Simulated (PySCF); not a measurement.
**Excited states of I⁷⁺ (iodine, charge +7)**

Ground state [Kr] 4d10, ¹S. All numbers are calculated (PySCF 2.14, scalar relativity by spin-free X2C-1e, in x2c-TZVPall with one added diffuse shell each of s, p, d, f type (9s7p5d3f, 76 functions)). Vertical excitation energies in eV without spin-orbit coupling; excited terms of each kind are numbered among those the solver found. Frozen: [Kr].

```csv
term,leading excitation,EOM-EE-CCSD
1 3D,4d → s,48.341
1 1D,4d → s,49.137
1 3P°,4d → p,62.725
1 3F°,4d → p,63.407
1 1F°,4d → p,63.921
1 1D°,4d → p,64.664
1 1P°,4d → p,64.671
1 3D°,4d → p,64.687
1 3G,4d → d,87.151
1 1G,4d → d,87.445
1 1F,4d → d,88.083
```

The spin-orbit splitting of the hole, absent here, rivals or exceeds the spacing of these terms, so the LS terms are model states.

The solver can miss terms.
